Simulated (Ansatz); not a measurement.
Consider the formal exchange of groups at a C–C bond: `CC(C)N` + `BF` → `CC(N)BF` + CH₄.

Program: Ansatz. Geometries: PBE0-D4/def2-TZVP. ΔE: electronic, gas phase. CCSD(T)/CBS is the MP2 limit (def2-TZVPP, def2-QZVPP) plus CCSD(T) − MP2 in def2-TZVPP, frozen cores. This one scheme is used for every species. DFT in def2-TZVPP. B3LYP here is the variant with VWN-RPA as its local correlation; programs differ in this. Each species was taken in one conformer, which may not be the lowest.

Q: Is it downhill or uphill in electronic energy at CCSD(T)/CBS, and by how much? (Estimate.)

A: Ansatz gave: Downhill: ΔE = -0.39 eV.

Q: What do these levels give: r2SCAN-D4, PBE0-D4, ωB97M-V, PBE, r2SCAN, B3LYP, MP2/def2-TZVPP, CCSD/def2-TZVPP, MP2/def2-QZVPP, HF/CBS(def2), MP2/CBS(def2), CCSD/CBS(def2)? (Best estimate.)

A: The calculation gave: r2SCAN-D4 -0.48, PBE0-D4 -0.46, ωB97M-V -0.44, PBE -0.49, r2SCAN -0.49, B3LYP -0.46, MP2/def2-TZVPP -0.37, CCSD/def2-TZVPP -0.38, MP2/def2-QZVPP -0.37, HF/CBS(def2) -0.35, MP2/CBS(def2) -0.38, CCSD/CBS(def2) -0.39 eV.

Largest T1 diagnostic among the species: 0.013.
